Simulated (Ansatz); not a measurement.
Basis-set extrapolation for ClFH4Si2 (`F[SiH2][SiH2]Cl`) (PBE0-D4/def2-TZVP geometry, frozen core, Ansatz 0.2.0). Multiplicity 1, RHF reference.

|  | def2-TZVPP | def2-QZVPP |
| --- | --- | --- |
| HF | -1139.323743 | -1139.359802 |
| MP2 correlation | -0.681100 | -0.744791 |
| CCSD(T) correlation | -0.756800 | not run |

Energies in hartree. Use E(X) = E(∞) + A·exp(−7.88·√X) for Hartree–Fock and E(X) = E(∞) + B·X^(−2.97) for correlation, with X = 3 and 4, and add CCSD(T) minus MP2 of the smaller set to the MP2 limit.

**Question.** What is the CCSD(T) energy at the basis-set limit?

**Answer.** HF limit: -1139.359802 + (-0.036059) × 0.13774 = -1139.36477. MP2 limit: -0.744791 + (-0.063691) × 0.74074 = -0.79197. Higher-order term: -0.756800 − (-0.681100) = -0.07570. Total: -1140.23244 hartree, 4.13 eV below CCSD(T)/def2-TZVPP.
